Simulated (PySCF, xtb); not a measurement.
C₅H₇BO, SMILES C=C=C1OCB1C. Atoms are numbered in the order given.

```xyz
14

C      2.8216    -0.6815    -0.0244
C      1.6142    -0.1787    -0.0393
C      0.3672     0.2570    -0.0427
O     -0.0736     1.5756    -0.1936
C     -1.4940     1.2221    -0.0783
B     -1.0778    -0.3104     0.0941
C     -1.7746    -1.6853     0.2647
H      3.3166    -1.0195    -0.9442
H      3.3941    -0.7783     0.9072
H     -2.0484     1.5094    -0.9893
H     -1.9577     1.7292     0.7865
H     -2.5883    -1.6440     1.0089
H     -2.2610    -1.9486    -0.6946
H     -1.0846    -2.5020     0.5246
```

Coordinates come from a B3LYP-D3(BJ)/def2-SVP optimisation. This is a generated structure with no PubChem entry under its InChIKey; it may be hypothetical.

Level of theory: PySCF with C-PCM-ωB97X/def2-SVP.

The values are the electrostatic part of the solvation free energy, E(continuum) − E(gas) at the gas-phase geometry, in a cavity of scaled van der Waals radii (PySCF's table); cavitation and dispersion terms are not included. In vacuum the orbital gap is 9.29 eV. The dipole moment in vacuum is 2.24 D.

| solvent | ε | ΔG(elec) (kcal/mol) | dipole (D) | gap (eV) |
|---|---|---|---|---|
| water | 78.36 | -4.6 | 2.76 | 9.53 |
| toluene | 2.37 | -2.5 | 2.52 | 9.42 |
| acetone | 20.49 | -4.4 | 2.73 | 9.52 |

For comparison, GFN2-xTB/ALPB(water) (xtb, at the GFN2-xTB geometry, all terms of that model) gives -2.9 kcal/mol.
